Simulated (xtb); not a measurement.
C6H17N2Si, doublet, geometry from GFN2-xTB; GFN0-xTB (xtb).

The xtb input:
```
$ xtb coord --gfn 0 --uhf 1 --json

# file coord
$coord
      0.4793665237       2.9034386749       3.0677244344  c
      0.1924601587       1.0906739143       0.0978844495  si
      0.4986254029       3.2620054954      -2.7589353055  c
     -2.6770872041      -0.5230651175      -0.2253431507  n
     -4.9019524208       0.7093930016      -1.1727281092  c
     -3.2760726734      -2.5727283450       1.4584581386  c
      2.3807542616      -1.3462356944       0.1916945929  n
      4.8285800623      -0.9658795191       1.3067644180  c
      2.4031842525      -3.3057435467      -1.6990890603  c
      0.0175257358       4.8818689595       3.1668043058  h
      0.5636192260       1.9847567098       4.8821003754  h
     -0.6776084318       4.9324813054      -2.5924596557  h
     -0.0031703368       2.3073547289      -4.5046631655  h
      2.4384306493       3.9028190698      -2.9415693796  h
     -6.0859509700      -0.6569763830      -2.1778214108  h
     -4.3726830678       2.2070136165      -2.4685861052  h
     -6.0400012966       1.5289810546       0.3560213783  h
     -1.5368350776      -3.3966875235       2.1663727507  h
     -4.3524290777      -4.0219212698       0.4483415104  h
     -4.4195343484      -1.9339619676       3.0651887999  h
      4.6962670894       0.4885407850       2.7497316967  h
      6.2372860206      -0.3706146371      -0.0961253413  h
      5.4933946325      -2.7241893458       2.1700261393  h
      2.9804920119      -5.1008353428      -0.8455504900  h
      3.7292906787      -2.8762903780      -3.2360895268  h
      0.5214076009      -3.5195834054      -2.4897317248  h
$end
```

Task: Predict the main parts of the log of this xtb run.

Result: 
```
   ID    Z sym.   atoms
    1    6 c      1, 3, 5, 6, 8, 9
    2   14 si     2
    3    7 n      4, 7
    4    1 h      10-26

           -------------------------------------------------
          |                Calculation Setup                |
           -------------------------------------------------

           -------------------------------------------------
          |                 G F N 0 - x T B                 |
           -------------------------------------------------

          ...................................................
          :                      SETUP                      :
          :.................................................:
          :  # basis functions                  76          :
          :  # atomic orbitals                  75          :
          :  # shells                           53          :
          :  # electrons                        55          :
          :  electronic temp.          300.0000000     K    :
          :  accuracy                    1.0000000          :
          :  -> integral cutoff          0.2500000E+02      :
          :  -> integral neglect         0.1000000E-07      :
          ...................................................

         :::::::::::::::::::::::::::::::::::::::::::::::::::::
         ::                     SUMMARY                     ::
         :::::::::::::::::::::::::::::::::::::::::::::::::::::
         :: total energy             -29.815350851919 Eh    ::
         :: gradient norm              0.031225788589 Eh/a0 ::
         :: HOMO-LUMO gap              5.253866236233 eV    ::
         ::.................................................::
         :: H0 energy                -30.014481522483 Eh    ::
         :: repulsion energy           0.430650645371 Eh    ::
         :: electrostat energy        -0.170266310305 Eh    ::
         :: -> Gsolv                   0.000000000000 Eh    ::
         ::    -> Gsasa                0.000000000000 Eh    ::
         ::    -> Gshift               0.000000000000 Eh    ::
         :: dispersion energy         -0.010919603606 Eh    ::
         :: short-range corr.         -0.050334060896 Eh    ::
         :: add. restraining           0.000000000000 Eh    ::
         :: total charge               0.000000000000 e     ::
         :::::::::::::::::::::::::::::::::::::::::::::::::::::

           -------------------------------------------------
          |                Property Printout                |
[...]
     #   Z sym  total        # sym  WBO       # sym  WBO       # sym  WBO
 ---------------------------------------------------------------------------
     1   6 c    3.213 --     2 si   1.093    10 h    0.975    11 h    0.973
     2  14 si   4.060 --     1 c    1.093     3 c    0.955     7 n    0.904
                             4 n    0.899
     3   6 c    3.902 --    12 h    0.965    13 h    0.963    14 h    0.960
                             2 si   0.955
     4   7 n    3.026 --     5 c    0.986     6 c    0.985     2 si   0.899
     5   6 c    3.946 --     4 n    0.986    16 h    0.976    17 h    0.976
                            15 h    0.976
     6   6 c    3.947 --     4 n    0.985    20 h    0.976    19 h    0.976
                            18 h    0.975
     7   7 n    2.957 --     8 c    0.984     9 c    0.982     2 si   0.904
     8   6 c    3.946 --     7 n    0.984    23 h    0.978    22 h    0.977
                            21 h    0.971
     9   6 c    3.947 --     7 n    0.982    24 h    0.979    25 h    0.978
                            26 h    0.976
    10   1 h    0.992 --     1 c    0.975
    11   1 h    0.990 --     1 c    0.973
    12   1 h    0.983 --     3 c    0.965
    13   1 h    0.983 --     3 c    0.963
    14   1 h    0.986 --     3 c    0.960
    15   1 h    0.986 --     5 c    0.976
    16   1 h    0.981 --     5 c    0.976
    17   1 h    0.983 --     5 c    0.976
    18   1 h    0.988 --     6 c    0.975
    19   1 h    0.986 --     6 c    0.976
    20   1 h    0.982 --     6 c    0.976
    21   1 h    0.990 --     8 c    0.971
    22   1 h    0.983 --     8 c    0.977
    23   1 h    0.986 --     8 c    0.978
    24   1 h    0.986 --     9 c    0.979
    25   1 h    0.983 --     9 c    0.978
    26   1 h    0.987 --     9 c    0.976
 ---------------------------------------------------------------------------

Topologies differ in total number of bonds
Writing topology from bond orders to xtbtopo.mol

 dipole moment from electron density (au)
     X       Y       Z
  -0.2029   0.2033  -0.0132  total (Debye):    0.731

           -------------------------------------------------
          | TOTAL ENERGY              -29.815350851919 Eh   |
          | GRADIENT NORM               0.031225788589 Eh/α |
          | HOMO-LUMO GAP               5.253866236233 eV   |
           -------------------------------------------------

normal termination of xtb
```
